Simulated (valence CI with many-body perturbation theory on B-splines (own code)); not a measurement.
# Forbidden lines of Rb²²⁺

Calculated by valence CI with perturbative core correlation (CI+MBPT): five valence electrons over a frozen Dirac-Fock core [Ne], a basis of 11 s, 11 p, 10 d, 8 f, 5 g, 2 h functions for each j, with the one-electron correlation potential Σ1 (screened to all orders), the two-electron term Σ2, the three-electron term Σ3, Breit, model QED; selected single and double excitations, second order for the rest, scaled by the run's own slope (own B-spline code, finite nucleus).

No measured spectrum was set against this ion. As an estimate, levels of excited configurations hold to 0.05 to 0.15 % of their energy, terms of the ground configuration to about 0.5 %. Among the levels kept, up to 3400 cm⁻¹ of a level comes from second order outside the variational space, and about a tenth of that is noise between levels of different J, which matters for small intervals.

Lines 1 to 17 of 17 in falling wavelength, among levels below 250.53 eV, chosen from the decays that carry over 1 % of a level's rate. Wavelengths and rates use the calculated energies, so an error of 400 cm⁻¹ moves a line at 1255 Å by 0.5 % and its rate by three times that or more. Electric multipoles are in the length gauge, E1 and E2 with the static RPA response of the core. Weak lines are less certain than strong ones. Lines between different terms over intervals too small for the method are left out, as are lines whose strength nearly cancels. Branching is blank where the lifetime is uncertain.

Names give the largest LS component (configuration and term), which can be under half, so a name can repeat, a term be missing and a line seem to break the LS rules; names also repeat where a configuration has a term twice. Letters in brackets count levels of one name in rising energy.

```
λ vac (Å)              Upper                  Lower  Type   A (s⁻¹)  Branch %
     3155    3s2 3p3 2D°_5/2        3s2 3p3 2D°_3/2    M1  2.16e+02      10.0
     3007  3s2 3p2 3d 4F_9/2      3s2 3p2 3d 4F_7/2    M1  7.75e+02          
     1828  3s2 3p2 3d 2G_9/2      3s2 3p2 3d 2G_7/2    M1  1.49e+03       7.1
     1333    3s2 3p3 2P°_3/2        3s2 3p3 2P°_1/2    M1  2.47e+03       4.6
     1255    3s2 3p3 2P°_1/2        3s2 3p3 2D°_3/2    M1  9.44e+02       4.4
     1150    3s2 3p3 2D°_3/2        3s2 3p3 4S°_3/2    M1  1.16e+04     100.0
    850.1  3s2 3p2 3d 2G_9/2      3s2 3p2 3d 4F_9/2    M1  9.58e+03      45.5
    842.6    3s2 3p3 2D°_5/2        3s2 3p3 4S°_3/2    M1  1.94e+03      89.3
    813.0    3s2 3p3 2P°_3/2        3s2 3p3 2D°_5/2    M1  8.07e+03      14.9
    722.9  3s2 3p2 3d 2G_9/2  3s2 3p2 3d 2F_7/2 [a]    M1  1.11e+03       5.3
    662.8  3s2 3p2 3d 2G_9/2      3s2 3p2 3d 4F_7/2    M1  8.53e+03      40.5
    646.5    3s2 3p3 2P°_3/2        3s2 3p3 2D°_3/2    M1  3.77e+04      69.9
    600.0    3s2 3p3 2P°_1/2        3s2 3p3 4S°_3/2    M1  2.05e+04      95.3
    413.8    3s2 3p3 2P°_3/2        3s2 3p3 4S°_3/2    M1  5.62e+03      10.4
    319.4  3s2 3p2 3d 4F_9/2          3s 3p4 4P_5/2    E2  1.31e+02          
    232.2  3s2 3p2 3d 2G_9/2          3s 3p4 4P_5/2    E2  2.66e+02       1.3
    135.4  3s2 3p2 3d 4F_9/2        3s2 3p3 2D°_5/2    M2  3.05e+02
```
